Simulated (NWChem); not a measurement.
System: SiI2ClF; SMILES I[Si](I)(F)Cl

The following NWChem deck was run.

```
start job
memory heap 200 mb stack 900 mb global 1100 mb
geometry units angstroms noautoz
  F      1.078963     1.932292     0.000000
  Si     0.706274     0.348850     0.000000
  Cl     2.477630    -0.696732     0.000000
  I     -0.570373    -0.126179     2.022268
  I     -0.570373    -0.126179    -2.022268
end
basis spherical
  F library def2-svp
  Si library def2-svp
  Cl library def2-svp
  I library def2-svp
end
ecp
  I library def2-ecp
end
dft
  xc xwpbe 1.00 cpbe96 1.0 hfexch 1.00
  cam 0.4 cam_alpha 0.0 cam_beta 1.0
  iterations 150
  mulliken
end
task dft energy
```

Excerpt of the output:

```
             Northwest Computational Chemistry Package (NWChem) 7.3.0
             --------------------------------------------------------

 CS  symmetry detected

                             Geometry "geometry" -> ""
                             -------------------------

 Output coordinates in angstroms (scale by  1.889725989 to convert to a.u.)

  No.       Tag          Charge          X              Y              Z
 ---- ---------------- ---------- -------------- -------------- --------------
    1 F                    9.0000     1.10207609     1.93472734     0.00000000
    2 Si                  14.0000     0.70358475     0.35758109     0.00000000
    3 Cl                  17.0000     2.45763400    -0.71678154     0.00000000
    4 I                   53.0000    -0.58064763    -0.09654146    -2.02226800
    5 I                   53.0000    -0.58064763    -0.09654146     2.02226800

 Effective nuclear repulsion energy (a.u.)    1228.4705981013

      Symmetry information
      --------------------

 Group name             Cs
 Group number              2
 Group order               2
 No. of unique centers     4

 Summary of "ao basis" -> "ao basis" (spherical)
 ------------------------------------------------------------------------------
       Tag                 Description            Shells   Functions and Types
 ---------------- ------------------------------  ------  ---------------------
 F                          def2-svp                 6       14   3s2p1d
 Si                         def2-svp                 8       18   4s3p1d
 Cl                         def2-svp                 8       18   4s3p1d
 I                          def2-svp                10       26   4s4p2d

      Symmetry analysis of basis
      --------------------------

        a'         62
        a"         40

            General Information
            -------------------
          SCF calculation type: DFT
          Wavefunction type:  closed shell.
          No. of atoms     :     5
          No. of electrons :    90
           Alpha electrons :    45
            Beta electrons :    45
          Charge           :     0
          Spin multiplicity:     1
          Use of symmetry is: on ; symmetry adaption is: on
          Maximum number of iterations: 150
          AO basis - number of functions:   102
                     number of shells:    42
          Convergence on energy requested:  1.00D-06
          Convergence on density requested:  1.00D-05
          Convergence on gradient requested:  5.00D-04

              XC Information
              --------------
                     Hartree-Fock (Exact) Exchange  1.000
                     LC-wPBE(h)Exchange Functional  1.000
            Perdew 1991 LDA Correlation Functional  1.000 local
           PerdewBurkeErnz. Correlation Functional  1.000 non-local

           Range-Separation Parameters
           ---------------------------
           Alpha           :  0.00
           Beta            :  1.00
           Gamma           :  0.40
           Short-Range HF  :     F

             Grid Information
             ----------------
          Grid used for XC integration:  medium
          Radial quadrature: Mura-Knowles
          Angular quadrature: Lebedev.
          Tag              B.-S. Rad. Rad. Pts. Rad. Cut. Ang. Pts.
          ---              ---------- --------- --------- ---------
          F                   0.50       49          10.0       434
          Si                  1.10       88           9.0       590
          Cl                  1.00       88          10.0       590
          I                   1.40      123          11.0       590
          Grid pruning is: on
          Number of quadrature shells:   348
          Spatial weights used:  Erf1

      Superposition of Atomic Density Guess
      -------------------------------------

 Sum of atomic energies:       -1541.60881465

      Non-variational initial energy
      ------------------------------

 Total energy =   -1441.534743
 1-e energy   =   -3320.592650
 2-e energy   =    1322.811567
 HOMO         =      -0.334759
 LUMO         =      -0.017054

      Symmetry analysis of molecular orbitals - initial
      -------------------------------------------------

  Numbering of irreducible representations:

     1 a'          2 a"

  Orbital symmetries:

     1 a'          2 a'          3 a'          4 a'          5 a'
     6 a"          7 a'          8 a'          9 a"         10 a'
    11 a'         12 a"         13 a'         14 a'         15 a"
    16 a"         17 a'         18 a'         19 a"         20 a'
    21 a"         22 a'         23 a'         24 a"         25 a"
    26 a'         27 a'         28 a"         29 a"         30 a'
    31 a'         32 a'         33 a"         34 a'         35 a'
    36 a"         37 a'         38 a'         39 a"         40 a'
    41 a"         42 a'         43 a'         44 a"         45 a"
    46 a'         47 a'         48 a"         49 a'         50 a'
    51 a"         52 a'         53 a"         54 a"         55 a'

     ---------------------------------------------
      Total Density - Mulliken Population Analysis
     ---------------------------------------------

    Atom       Charge   Shell Charges
 -----------   ------   -------------------------------------------------------
    1 F    9     9.57   1.99  1.15  0.78  3.51  2.14  0.00
    2 Si  14    12.47   2.00  1.99  0.84  0.11  5.93  0.72  0.62  0.26
    3 Cl  17    17.37   2.00  1.99  1.22  0.72  5.94  2.14  3.34  0.01
    4 I   25    25.30   1.83  0.22  1.23  0.67  2.93  3.13  2.63  2.65  9.82  0.19
    5 I   25    25.30   1.83  0.22  1.23  0.67  2.93  3.13  2.63  2.65  9.82  0.19

   convergence    iter        energy       DeltaE   RMS-Dens  Diis-err
 ---------------- ----- ----------------- --------- --------- ---------
 d= 0,ls=0.0,diis     1  -1444.4427456754 -2.00D+03  1.34D-02  1.02D+00
 d= 0,ls=0.0,diis     2  -1444.4824751673 -3.97D-02  6.06D-03  8.01D-01
 d= 0,ls=0.0,diis     3  -1444.5667274613 -8.43D-02  8.41D-04  1.69D-02
 d= 0,ls=0.0,diis     4  -1444.5679097113 -1.18D-03  3.50D-04  2.74D-03
 d= 0,ls=0.0,diis     5  -1444.5682207318 -3.11D-04  1.15D-04  3.61D-05
  Resetting Diis
 d= 0,ls=0.0,diis     6  -1444.5682335303 -1.28D-05  3.49D-05  2.87D-06
 d= 0,ls=0.0,diis     7  -1444.5682345977 -1.07D-06  9.96D-06  2.14D-07
 d= 0,ls=0.0,diis     8  -1444.5682346985 -1.01D-07  4.12D-06  5.19D-08

         Total DFT energy =    -1444.568234698460
      One electron energy =    -3320.583620232699
           Coulomb energy =     1423.704499415443
    Exchange-Corr. energy =     -103.935452763192
 Nuclear repulsion energy =      556.246338881988

 Numeric. integr. density =       90.000000833789

                  Occupations of the irreducible representations
                  ----------------------------------------------

                     irrep           alpha         beta
                     --------     --------     --------
                     a'               28.0         28.0
                     a"               17.0         17.0

                       DFT Final Molecular Orbital Analysis
                       ------------------------------------

 Vector   43  Occ=2.000000D+00  E=-4.106282D-01  Symmetry=a'
              MO Center= -3.2D-01, -9.2D-02, -8.4D-15, r^2= 6.0D+00
   Bfn.  Coefficient  Atom+Function         Bfn.  Coefficient  Atom+Function
  ----- ------------  ---------------      ----- ------------  ---------------
    62      0.363993  4 I  py                88      0.363993  5 I  py
    65      0.293763  4 I  py                91      0.293763  5 I  py
    61     -0.218740  4 I  px                87     -0.218740  5 I  px
    43     -0.181162  3 Cl px                64     -0.173910  4 I  px
    90     -0.173910  5 I  px                59     -0.145522  4 I  py

 Vector   44  Occ=2.000000D+00  E=-3.989887D-01  Symmetry=a"
              MO Center= -4.6D-01, -8.6D-02, -9.4D-15, r^2= 6.1D+00
   Bfn.  Coefficient  Atom+Function         Bfn.  Coefficient  Atom+Function
  ----- ------------  ---------------      ----- ------------  ---------------
    62      0.424289  4 I  py                88     -0.424289  5 I  py
    65      0.354726  4 I  py                91     -0.354726  5 I  py
    59     -0.169854  4 I  py                85      0.169854  5 I  py
    56     -0.137637  4 I  py                82      0.137637  5 I  py
    61     -0.130346  4 I  px                87      0.130346  5 I  px

 Vector   45  Occ=2.000000D+00  E=-3.903894D-01  Symmetry=a"
              MO Center= -4.9D-01, -8.8D-02, -1.1D-13, r^2= 6.2D+00
   Bfn.  Coefficient  Atom+Function         Bfn.  Coefficient  Atom+Function
  ----- ------------  ---------------      ----- ------------  ---------------
    61      0.320541  4 I  px                87     -0.320541  5 I  px
    63     -0.317128  4 I  pz                89     -0.317128  5 I  pz
    64      0.267165  4 I  px                90     -0.267165  5 I  px
    66     -0.265422  4 I  pz                92     -0.265422  5 I  pz
    58     -0.128206  4 I  px                84      0.128206  5 I  px

 Vector   46  Occ=0.000000D+00  E= 1.767410D-03  Symmetry=a'
              MO Center= -6.0D-02, -8.4D-02,  1.2D-13, r^2= 5.8D+00
   Bfn.  Coefficient  Atom+Function         Bfn.  Coefficient  Atom+Function
  ----- ------------  ---------------      ----- ------------  ---------------
    18      0.822691  2 Si s                 17      0.700922  2 Si s
    66     -0.532733  4 I  pz                92      0.532733  5 I  pz
    16      0.353072  2 Si s                 25     -0.341718  2 Si px
    54     -0.333039  4 I  s                 80     -0.333039  5 I  s
    43      0.295550  3 Cl px                64     -0.270725  4 I  px

[...]
```

Level: LC-wPBE (HJS exchange hole, range parameter 0.4 per bohr)/def2-SVP with def2 effective core potentials on I. Coordinates come from a PBE-D3(BJ)/def2-SVP optimisation. def2 effective core potentials on I; no spin-orbit coupling.
